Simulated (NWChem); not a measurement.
Species: C2H5GaO; SMILES C=[CH][GaH][OH]

```xyz
9

Ga    -0.3871    -0.5205     0.0000
H     -1.5684    -1.5386     0.0000
C     -0.4642     1.4324     0.0000
C      0.6337     2.2002     0.0000
H     -1.4376     1.9402     0.0000
H      0.5884     3.2966     0.0000
H      1.6454     1.7754     0.0000
O      1.2217    -1.3027     0.0000
H      1.9801    -0.7110     0.0000
```
Atoms are numbered in this order, from 1.

Program: NWChem. All runs use the structure optimised with PBE0/def2-SVP. Ions are spin-unrestricted doublets at the neutral geometry; other ion states weren't tried.

### Question
What does the run give for PBE/def2-SVP? Quantities: vertical ionisation energy, ΔSCF (eV); −ε(HOMO) (eV).

### Answer
The vertical ionisation energy, ΔSCF (eV) is 9.75 and the −ε(HOMO) (eV) is 6.66.
